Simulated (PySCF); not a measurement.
**Orbital energies and ionisation energy**

Compound: C6H7F3Si.
Z-matrix (Å and degrees, PBE0-D3(BJ)/def2-SVP geometry), rows numbered from 1:
```
F 
C   1  1.3076
F   2  1.3116  1  112.31
C   2  1.3433  1  124.49  3  -179.93
F   4  1.3393  2  116.40  1    -0.03
C   4  1.4432  2  124.18  1   179.80
C   6  1.3501  4  127.86  2   179.51
C   7  1.4667  6  129.28  4     0.43
C   8  1.5402  7  118.86  6  -158.35
Si  9  1.8531  8   67.05  7  -111.88
H   6  1.0921  4  114.05  2    -0.70
H   7  1.0968  6  115.58  4   179.49
H   8  1.0933  7  115.34  6   -15.76
H   9  1.0962  8  115.71 10   111.62
H   9  1.0948  8  116.03 10  -113.26
H  10  1.4833  8  118.37  9   106.21
H  10  1.4830  8  118.27  9  -104.66
```

Level: PBE0/def2-SVPD (PySCF). Frontier orbitals with their largest atomic shares (Löwdin; up to four atoms above 4 %):

```
orbital  ε (eV)                              main atoms
 HOMO−3   -9.75      C8 21 %, C7 19 %, C6 13 %, C9 10 %
 HOMO−2   -8.62      C9 19 %, C6 14 %, C4 14 %, C8 12 %
 HOMO−1   -7.55     C9 23 %, Si10 20 %, C8 14 %, C4 9 %
   HOMO   -6.03                                       ?
   LUMO   -0.98    C7 22 %, C2 16 %, C6 15 %, Si10 11 %
 LUMO+1    0.12  Si10 32 %, C9 13 %, H17 10 %, H16 10 %
 LUMO+2    0.49      Si10 20 %, C2 11 %, C9 8 %, C6 7 %
```

Question: What vertical ionisation energy does ΔSCF give, and how far is −ε(HOMO) from it?

Answer: ΔSCF: 7.69 eV (742 kJ/mol; threshold wavelength 161 nm); ⟨S²⟩ of the doublet left behind is 0.765, against 0.75 for a pure doublet. −ε(HOMO) is 6.03 eV, 1.66 eV below it. In exact Kohn–Sham theory the two would be equal; PBE0 (global hybrid, 25 % exact exchange) falls short of its own ΔSCF value by 22 %. Holes in the HOMO−1 and HOMO−2 were tried too where these lie within 1.2 eV of the HOMO; the lowest converged state counts.

Question: On which atoms does the HOMO lie?

Answer: C6 (alkene CH carbon) 16 %, C7 (alkene CH carbon) 15 %, C2 (=CF2 carbon) 14 %, C8 (sp3 carbon bound to silicon) 12 %, so no atom holds as much as 40 %. The HOMO−1 lies 1.52 eV lower.

Question: What kinetic energy would electrons from this vertical process carry with He II light (40.814 eV)?

Answer: 40.81 − 7.69 = 33.12 eV.

Question: With α = 116.5 au, estimate the like-pair dispersion coefficient by London's formula C6 = (3/4)α²I.

Answer: I = 0.2824 Eh, so C6 ≈ 2880 au, a rough estimate.

Question: What total energies stand behind the ΔSCF value?

Answer: E(N) = -820.63688 Eh and E(N − 1) = -820.35444 Eh at the same geometry, 0.28244 Eh apart.

Question: How many of the 10 lowest singlet excitations (vertical TDDFT, same level) lie below the ionisation energy?

Answer: All 10; they run from 4.69 to 6.66 eV.

One conformer (not necessarily the lowest) at the PBE0-D3(BJ)/def2-SVP geometry, without solvent, vibrations or thermal averaging.
